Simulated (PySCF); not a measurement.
Record of a relaxation.

AlAsH8OSi.
Numbering: `[SiH3:1][O:2][AlH2-:3][AsH3+:4]` (hydrogens: H5, H6, H7 on Si1; H8, H9 on Al3; H10, H11, H12 on As4)

Computed by this run: PySCF, PBE0-D3(BJ)/def2-SVP geometry optimisation, gas phase; density fitting, grid level 1; the optimiser is geomeTRIC in internal coordinates, started from a GFN2-xTB structure with every atom displaced at random (about 0.01 Å). 14 of its 15 geometries are shown. The frame can shift and turn from step to step; on so coarse a grid that alone can change the energy by a few meV, and forces under 0.02 eV/Å are noise.

Step 0: E = -77464.8115 eV, largest atomic force 2.026 eV/Å
```
atom  x, y, z in Å  |  force x, y, z in eV/Å
Si1     2.057   -0.033    0.893   -1.511   0.806  -1.082
O2      0.998   -0.186   -0.368    0.415   0.047   0.585
Al3    -0.091   -0.345   -1.654    0.283   0.001  -0.358
As4    -2.079   -0.062    0.024   -1.281   0.226   0.921
H5      2.610   -1.333    1.144    0.690  -0.952   0.492
H6      1.223    0.473    2.017    0.234   0.009   0.422
H7      3.054    0.971    0.485    0.503   0.194   0.188
H8     -0.377    0.937   -2.473   -0.194   0.529  -0.351
H9     -0.332   -1.751   -2.187   -0.122  -0.948  -0.431
H10    -1.693    1.351    0.216    0.293   0.859   0.050
H11    -3.536    0.299    0.424    0.347  -0.377  -0.650
H12    -1.794   -0.349    1.467    0.343  -0.393   0.214
```

Step 1: E = -77465.1450 eV, largest atomic force 0.965 eV/Å
```
atom  x, y, z in Å  |  force x, y, z in eV/Å
Si1     2.036   -0.020    0.868   -0.241   0.071  -0.213
O2      0.988   -0.180   -0.384    0.044   0.048   0.093
Al3    -0.101   -0.364   -1.701    0.073  -0.254  -0.189
As4    -2.079   -0.051    0.101   -0.154   0.797   0.521
H5      2.664   -1.334    1.177    0.115  -0.069   0.089
H6      1.297    0.462    2.077    0.016  -0.016   0.076
H7      3.089    0.984    0.541    0.106   0.008   0.025
H8     -0.434    0.935   -2.547   -0.052   0.053  -0.012
H9     -0.325   -1.828   -2.262    0.029  -0.058  -0.051
H10    -1.684    1.406    0.292    0.052  -0.060  -0.036
H11    -3.545    0.309    0.257   -0.054  -0.273  -0.208
H12    -1.866   -0.347    1.572    0.067  -0.246  -0.096
```

Step 2: E = -77465.2038 eV, largest atomic force 0.609 eV/Å
```
atom  x, y, z in Å  |  force x, y, z in eV/Å
Si1     2.035   -0.013    0.860   -0.085   0.028  -0.087
O2      0.987   -0.182   -0.391    0.061   0.031   0.107
Al3    -0.103   -0.376   -1.710   -0.050  -0.189  -0.127
As4    -2.095   -0.007    0.111    0.112   0.556   0.223
H5      2.675   -1.320    1.201    0.025  -0.002   0.015
H6      1.305    0.480    2.074    0.001  -0.016   0.006
H7      3.104    0.980    0.535    0.019  -0.018   0.001
H8     -0.432    0.926   -2.561   -0.022   0.006   0.003
H9     -0.331   -1.844   -2.267    0.033  -0.004  -0.012
H10    -1.682    1.435    0.354   -0.032  -0.043   0.003
H11    -3.574    0.300    0.239   -0.013  -0.190  -0.081
H12    -1.850   -0.409    1.549   -0.048  -0.160  -0.051
```

Step 3: E = -77465.2575 eV, largest atomic force 0.560 eV/Å
```
atom  x, y, z in Å  |  force x, y, z in eV/Å
Si1     2.040    0.004    0.840    0.138  -0.038   0.103
O2      0.990   -0.184   -0.400    0.010  -0.014   0.004
Al3    -0.107   -0.398   -1.716   -0.215   0.030   0.037
As4    -2.100    0.108    0.134    0.475  -0.036  -0.295
H5      2.682   -1.294    1.234   -0.063   0.038  -0.054
H6      1.326    0.530    2.052   -0.015   0.005  -0.041
H7      3.138    0.964    0.498   -0.056  -0.006  -0.018
H8     -0.423    0.897   -2.589    0.037  -0.044  -0.017
H9     -0.346   -1.877   -2.251    0.007   0.030   0.038
H10    -1.705    1.511    0.535   -0.151   0.007   0.107
H11    -3.600    0.260    0.186   -0.038   0.012   0.081
H12    -1.855   -0.549    1.470   -0.129   0.017   0.057
```

Step 4: E = -77465.2747 eV, largest atomic force 0.371 eV/Å
```
atom  x, y, z in Å  |  force x, y, z in eV/Å
Si1     2.052    0.004    0.834    0.100  -0.032   0.072
O2      0.995   -0.181   -0.401    0.016  -0.007  -0.014
Al3    -0.108   -0.395   -1.713   -0.166   0.032   0.074
As4    -2.087    0.119    0.135    0.322  -0.049  -0.178
H5      2.685   -1.299    1.226   -0.046   0.026  -0.039
H6      1.345    0.539    2.045   -0.008   0.005  -0.030
H7      3.153    0.955    0.481   -0.041  -0.002  -0.011
H8     -0.417    0.893   -2.598    0.029  -0.033  -0.015
H9     -0.352   -1.876   -2.236   -0.009   0.016   0.031
H10    -1.733    1.517    0.584   -0.128   0.029   0.061
H11    -3.593    0.243    0.155   -0.012   0.035   0.026
H12    -1.902   -0.547    1.477   -0.058  -0.021   0.023
```

Step 5: E = -77465.3013 eV, largest atomic force 0.158 eV/Å
```
atom  x, y, z in Å  |  force x, y, z in eV/Å
Si1     2.095    0.004    0.818   -0.017  -0.005  -0.016
O2      1.008   -0.172   -0.390    0.008  -0.008  -0.058
Al3    -0.124   -0.382   -1.682   -0.026   0.109   0.111
As4    -2.061    0.181    0.132    0.003  -0.139   0.002
H5      2.681   -1.313    1.219    0.010  -0.015   0.009
H6      1.423    0.590    2.025    0.010   0.004   0.010
H7      3.213    0.913    0.419    0.009   0.010   0.007
H8     -0.390    0.878   -2.617    0.025  -0.009  -0.038
H9     -0.407   -1.870   -2.157   -0.057  -0.025   0.023
H10    -1.860    1.548    0.742   -0.029   0.011   0.004
H11    -3.574    0.203    0.062    0.032   0.050  -0.040
H12    -1.965   -0.608    1.419    0.031   0.017  -0.014
```

Step 6: E = -77465.3079 eV, largest atomic force 0.159 eV/Å
```
atom  x, y, z in Å  |  force x, y, z in eV/Å
Si1     2.120   -0.001    0.812   -0.055   0.010  -0.045
O2      1.015   -0.165   -0.383    0.031   0.004  -0.030
Al3    -0.133   -0.366   -1.660    0.030   0.059   0.065
As4    -2.059    0.184    0.129   -0.105  -0.044   0.110
H5      2.686   -1.327    1.211    0.022  -0.017   0.016
H6      1.474    0.606    2.022    0.010  -0.004   0.014
H7      3.247    0.889    0.394    0.019   0.002   0.006
H8     -0.375    0.881   -2.618    0.013  -0.002  -0.025
H9     -0.449   -1.856   -2.112   -0.051  -0.021   0.013
H10    -1.915    1.543    0.773    0.022   0.016  -0.030
H11    -3.568    0.195    0.013    0.015   0.015  -0.067
H12    -2.002   -0.614    1.412    0.050  -0.019  -0.027
```

Step 8: E = -77465.3160 eV, largest atomic force 0.122 eV/Å
```
atom  x, y, z in Å  |  force x, y, z in eV/Å
Si1     2.186   -0.015    0.793   -0.009   0.006  -0.001
O2      1.038   -0.151   -0.363    0.017   0.003  -0.006
Al3    -0.153   -0.327   -1.603    0.061  -0.023  -0.023
As4    -2.091    0.206    0.130   -0.071   0.052   0.084
H5      2.711   -1.357    1.200    0.004   0.003  -0.004
H6      1.611    0.638    2.017   -0.004  -0.009   0.000
H7      3.338    0.820    0.330    0.001  -0.009  -0.004
H8     -0.330    0.891   -2.613   -0.012  -0.005   0.006
H9     -0.570   -1.813   -1.998   -0.003   0.006   0.001
H10    -2.034    1.543    0.830    0.017   0.013  -0.020
H11    -3.584    0.183   -0.111    0.001  -0.012  -0.018
H12    -2.082   -0.644    1.379    0.000  -0.026  -0.014
```

Step 9: E = -77465.3169 eV, largest atomic force 0.042 eV/Å
```
atom  x, y, z in Å  |  force x, y, z in eV/Å
Si1     2.200   -0.021    0.790    0.012  -0.002   0.017
O2      1.046   -0.150   -0.360   -0.007   0.004  -0.022
Al3    -0.151   -0.323   -1.594    0.033  -0.025  -0.008
As4    -2.106    0.217    0.134    0.008   0.022   0.019
H5      2.722   -1.365    1.195   -0.002   0.003  -0.007
H6      1.636    0.634    2.017   -0.003  -0.005  -0.003
H7      3.355    0.806    0.319   -0.004  -0.003  -0.003
H8     -0.326    0.890   -2.610   -0.009   0.001   0.009
H9     -0.584   -1.807   -1.981    0.002   0.006   0.002
H10    -2.055    1.553    0.838   -0.009   0.003  -0.004
H11    -3.593    0.184   -0.132   -0.007   0.003   0.001
H12    -2.104   -0.647    1.373   -0.014  -0.007  -0.001
```

Step 10: E = -77465.3173 eV, largest atomic force 0.028 eV/Å
```
atom  x, y, z in Å  |  force x, y, z in eV/Å
Si1     2.215   -0.028    0.787    0.013  -0.006   0.015
O2      1.055   -0.152   -0.358   -0.014   0.003  -0.023
Al3    -0.149   -0.322   -1.585    0.016  -0.021   0.004
As4    -2.118    0.226    0.138    0.028   0.003  -0.006
H5      2.736   -1.374    1.185   -0.002   0.000  -0.004
H6      1.659    0.625    2.018   -0.001  -0.002  -0.002
H7      3.370    0.796    0.310   -0.003   0.001   0.000
H8     -0.323    0.890   -2.601   -0.010   0.006   0.007
H9     -0.592   -1.804   -1.967    0.002   0.002   0.003
H10    -2.076    1.561    0.843   -0.017   0.002   0.001
H11    -3.600    0.192   -0.153   -0.001   0.011   0.004
H12    -2.137   -0.641    1.375   -0.011   0.000   0.001
```

Step 11: E = -77465.3176 eV, largest atomic force 0.042 eV/Å
```
atom  x, y, z in Å  |  force x, y, z in eV/Å
Si1     2.244   -0.044    0.780    0.005  -0.010   0.004
O2      1.071   -0.157   -0.352   -0.009   0.006  -0.012
Al3    -0.145   -0.319   -1.565   -0.012  -0.015   0.014
As4    -2.136    0.244    0.143    0.037  -0.013  -0.017
H5      2.765   -1.395    1.163   -0.001  -0.004   0.000
H6      1.705    0.603    2.022    0.003   0.001   0.001
H7      3.397    0.777    0.293   -0.002   0.006   0.004
H8     -0.324    0.891   -2.583   -0.007   0.010   0.005
H9     -0.606   -1.798   -1.939    0.003  -0.004   0.002
H10    -2.118    1.579    0.849   -0.015   0.002   0.001
H11    -3.608    0.213   -0.199    0.001   0.016  -0.001
H12    -2.206   -0.623    1.378   -0.002   0.004   0.001
```

Step 12: E = -77465.3177 eV, largest atomic force 0.034 eV/Å
```
atom  x, y, z in Å  |  force x, y, z in eV/Å
Si1     2.271   -0.061    0.775   -0.002  -0.009  -0.005
O2      1.085   -0.161   -0.345    0.003   0.007   0.002
Al3    -0.143   -0.318   -1.545   -0.030  -0.007   0.012
As4    -2.150    0.261    0.145    0.020  -0.011  -0.010
H5      2.791   -1.417    1.141    0.000  -0.004   0.002
H6      1.748    0.578    2.028    0.003   0.001   0.003
H7      3.420    0.759    0.281    0.000   0.006   0.005
H8     -0.327    0.894   -2.561   -0.003   0.008   0.002
H9     -0.620   -1.793   -1.912    0.004  -0.005   0.000
H10    -2.156    1.597    0.851   -0.005   0.003  -0.003
H11    -3.610    0.236   -0.246    0.006   0.011  -0.006
H12    -2.270   -0.603    1.378    0.005   0.001  -0.001
```

Step 13: E = -77465.3179 eV, largest atomic force 0.032 eV/Å
```
atom  x, y, z in Å  |  force x, y, z in eV/Å
Si1     2.282   -0.072    0.775   -0.007  -0.006  -0.008
O2      1.090   -0.164   -0.340    0.011   0.008   0.009
Al3    -0.143   -0.318   -1.535   -0.031  -0.002   0.008
As4    -2.154    0.271    0.144    0.004  -0.004   0.002
H5      2.803   -1.431    1.129    0.001  -0.002   0.002
H6      1.766    0.559    2.034    0.001  -0.001   0.003
H7      3.428    0.752    0.280    0.001   0.003   0.003
H8     -0.333    0.896   -2.548    0.001   0.003  -0.001
H9     -0.625   -1.793   -1.900    0.004  -0.003  -0.001
H10    -2.169    1.608    0.846    0.005   0.002  -0.006
H11    -3.607    0.253   -0.272    0.005   0.003  -0.009
H12    -2.300   -0.589    1.378    0.005  -0.001  -0.003
```

Step 14: E = -77465.3181 eV, largest atomic force 0.021 eV/Å
```
atom  x, y, z in Å  |  force x, y, z in eV/Å
Si1     2.289   -0.085    0.776   -0.008  -0.001  -0.006
O2      1.093   -0.168   -0.335    0.015   0.008   0.011
Al3    -0.145   -0.320   -1.525   -0.020   0.002   0.004
As4    -2.155    0.280    0.141   -0.012   0.007   0.013
H5      2.813   -1.446    1.115    0.002   0.000   0.000
H6      1.778    0.535    2.043   -0.002  -0.004   0.002
H7      3.432    0.747    0.286    0.001  -0.002   0.001
H8     -0.340    0.898   -2.533    0.005  -0.004  -0.005
H9     -0.626   -1.794   -1.891    0.002   0.001  -0.004
H10    -2.172    1.623    0.833    0.013   0.001  -0.006
H11    -3.601    0.274   -0.299    0.002  -0.005  -0.007
H12    -2.329   -0.570    1.378    0.002  -0.003  -0.004
```

**Question.** Summarise the path.

**Answer.** The energy falls by 11.68 kcal/mol from step 0 to step 14; nine tenths of that is first reached at step 4. It falls at every step. The largest force goes from 2.026 to 0.021 eV/Å. Among the bonds Al3–H9 changes most, from 1.523 to 1.594 Å; the atoms move by 0.456 Å rms after alignment.

**Question.** Follow the three bonds and two angles with the largest change from start to end.

**Answer.** 
```
step  E above end (kcal/mol)  largest force (eV/Å)  Al3–H9 (Å)  Si1–H5 (Å)  Al3–As4 (Å)  Al3–As4–H11 (°)  Al3–As4–H10 (°)
   0                   11.68                 2.026       1.523       1.434        2.617            154.5             89.4
   1                    3.99                 0.965       1.583       1.488        2.694            143.6             90.3
   2                    2.64                 0.609       1.587       1.495        2.724            142.9             92.1
   3                    1.40                 0.560       1.591       1.501        2.766            139.3             99.2
   4                    1.00                 0.371       1.590       1.500        2.756            137.7            101.7
   5                    0.39                 0.158       1.587       1.496        2.713            133.2            111.3
   6                    0.24                 0.159       1.588       1.495        2.685            131.7            113.6
   7                    0.11                 0.150       1.591       1.496        2.659            129.2            117.3
   8                    0.05                 0.122       1.593       1.497        2.655            127.8            116.9
   9                    0.03                 0.042       1.594       1.498        2.664            127.1            117.2
  10                    0.02                 0.028       1.593       1.498        2.673            126.4            117.5
  11                    0.01                 0.042       1.593       1.497        2.683            125.1            118.3
  12                    0.01                 0.034       1.593       1.497        2.687            123.7            119.2
  13                    0.01                 0.032       1.593       1.497        2.685            123.0            119.5
  14                    0.00                 0.021       1.594       1.497        2.678            122.4            119.5
```

What follows is the cost of the whole optimisation. On Arm Neoverse V1, one thread, shared host with 32 logical CPUs at a one-minute load of 27, this took 1.9 min and 0.52 GiB of memory at its peak.
